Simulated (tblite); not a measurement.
C5H13NP (charge +1).
Structure used (GFN2-xTB), in Å, numbered top down from 1:
```
atom  x, y, z in Å
C1    -0.3505    2.2030   -1.0389
C2    -0.8681    1.4195   -0.1047
P3    -0.3966   -0.3095    0.0578
C4    -1.4530   -1.3575   -0.9646
C5    -0.5882   -0.7676    1.8090
N6     1.1291   -0.4780   -0.5438
C7     2.2654    0.1515    0.1298
H8    -0.6525    3.2318   -1.1461
H9     0.3997    1.8433   -1.7256
H10   -1.6195    1.7647    0.5930
H11   -1.2905   -1.1131   -2.0138
H12   -1.2258   -2.4085   -0.7893
H13   -2.4956   -1.1712   -0.7111
H14   -1.6209   -0.6200    2.1192
H15    0.0594   -0.1439    2.4254
H16   -0.3205   -1.8147    1.9491
H17    1.3504   -1.3936   -0.9189
H18    1.9615    1.1315    0.4944
H19    3.0707    0.2824   -0.5913
H20    2.6401   -0.4393    0.9674
```

The geometry is computed with GFN2-xTB (gas phase).

Take the most abundant isotopes and a rigid rotor. The values belong to one conformer with, in the numbering `[CH2:1]=[CH:2][P+:3]([CH3:4])([CH3:5])[NH:6][CH3:7]`, C1–C2–P3–C4 -89°, C2–P3–N6–C7 67°.

Problem. What are A, B and C (cm⁻¹)?

Solution. Ia = 235.01, Ib = 250.57, Ic = 327.13 u·Å²; 505379 MHz·u·Å²/I gives 2150, 2017 and 1545 MHz, that is A = 0.07173, B = 0.06728, C = 0.05153 cm⁻¹.

Problem. Classify the top.

Solution. An asymmetric top. Ray's parameter κ = (2B − A − C)/(A − C) = 0.559; −1 is the prolate and +1 the oblate limit.

Problem. Is it planar, by Δ = Ic − Ia − Ib?

Solution. Not planar: Δ = Ic − Ia − Ib = -158.46 u·Å². For a rigid frame Δ = −2 Σ m c², so Σ m c² = 79.23 u·Å² lies off the ab plane: 23.59 from hydrogen and 55.63 from heavier atoms. The atom farthest from that plane is 2.17 Å away.

Problem. Give the other two planar moments, Paa and Pbb, and the rms extents of the mass along the axes.

Solution. Paa = Σ m a² = (Ib + Ic − Ia)/2 = 171.34 and Pbb = Σ m b² = (Ia + Ic − Ib)/2 = 155.79 u·Å². With the mass M = 118.08 u, the rms extents √(P/M) along a, b and c are 1.20, 1.15, 0.82 Å.

Its GFN2-xTB frequencies are all real (lowest 68 cm⁻¹). Zero-point vibration and centrifugal distortion are left out.
